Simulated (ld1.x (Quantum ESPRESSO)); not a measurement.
Configuration tests for boron (RRKJ)

```json
{
 "Element": "boron",
 "Generator": "ld1.x (Quantum ESPRESSO) 7.5",
 "Type": "norm-conserving RRKJ (Kleinman–Bylander form)",
 "Functional": "PBE",
 "Relativity": "non-relativistic",
 "Frozen core": "[He]",
 "Valence charge": "3",
 "Reference configuration": "2s2 2p1",
 "Partial waves": "2s (bound): rc 1.25 bohr; 2p (bound): rc 3.80 bohr",
 "Local potential": "all-electron potential smoothed inside 1.60 bohr (lloc = -1)",
 "Core correction": "Bessel-smoothed model core, default radius (core density twice the valence density)"
}
```

Energies are relative to the spin-unpolarised reference configuration 2s2 2p1; without spin polarisation the order of configurations can differ from experiment.

Task: Give the all-electron excitation energy and the error of the potential for: 2s2 2p0; 2s1 2p0; 2s2 2p0.5; 2s0 2p3; 2s1 2p1; 2s1 2p2; 2s2 2p1.3.

Result:

| valence configuration | charge | ΔE all-electron (eV) | error AE − PS (meV) |
| --- | --- | --- | --- |
| 2s2 2p0 | +1 | 8.222 | +276 |
| 2s1 2p0 | +2 | 33.637 | +765 |
| 2s2 2p0.5 | +0.5 | 2.888 | +44 |
| 2s0 2p3 | 0 | 11.708 | -221 |
| 2s1 2p1 | +1 | 14.355 | -126 |
| 2s1 2p2 | 0 | 5.844 | -56 |
| 2s2 2p1.3 | -0.3 | -0.739 | +4.9 |

Levels in the configuration 2s2 2p0:

```tsv
level	all-electron (eV)	pseudo (eV)
2s	-19.505	-19.093
```
